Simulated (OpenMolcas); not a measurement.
An OpenMolcas run meant for Sm III (ANO-R0, X2C; inactive shells 1s 2s 2p 3s 3p 3d 4s 4p 4d 5s 5p; intended active space 6 electrons in 7 orbitals (4f)). One step of its input:

```
&RASSCF
FileOrb=start.orb
Symmetry=1
Spin=7
nActEl=6 0 0
Inactive=15 12
Ras2=0 7
CIRoot=7 7 1
SDav=7
CIMx=300
Iter=4 100
PrWF=0.3
OrbListing=Nothing
MaxOrb=0
Atom
>>> COPY $Project.JobIph JOB001
```

Lines from the output:

```
...
      Natural orbitals and occupation numbers for root  1
      sym 2:   0.000000   1.000000   1.000000   1.000000   1.000000   1.000000   1.000000
      Natural orbitals and occupation numbers for root  2
      sym 2:   1.000000   1.000000   1.000000   1.000000   1.000000  -0.000000   1.000000
      Natural orbitals and occupation numbers for root  3
      sym 2:   1.000000   1.000000   1.000000   1.000000   0.000000   1.000000   1.000000
::    RASSCF root number  1 Total energy: -10422.00570211
::    RASSCF root number  2 Total energy: -10422.00570211
::    RASSCF root number  3 Total energy: -10422.00570211
::    RASSCF root number  4 Total energy: -10422.00570211
::    RASSCF root number  5 Total energy: -10422.00570211
::    RASSCF root number  6 Total energy: -10422.00570211
::    RASSCF root number  7 Total energy: -10422.00570211
                  YZ= -1.0562E-01              ZZ=  2.4089E-02
--
  Molden files will not be produced
      Average orbitals are written to the RASORB file
--- Stop Module: rasscf at  /rc=_RC_NOT_CONVERGED_ ---
.#######################.
.# Convergence problem #.
.#######################.
```

What is wrong with the input?

The iteration limit is far too low, so the equations stop before they converge.
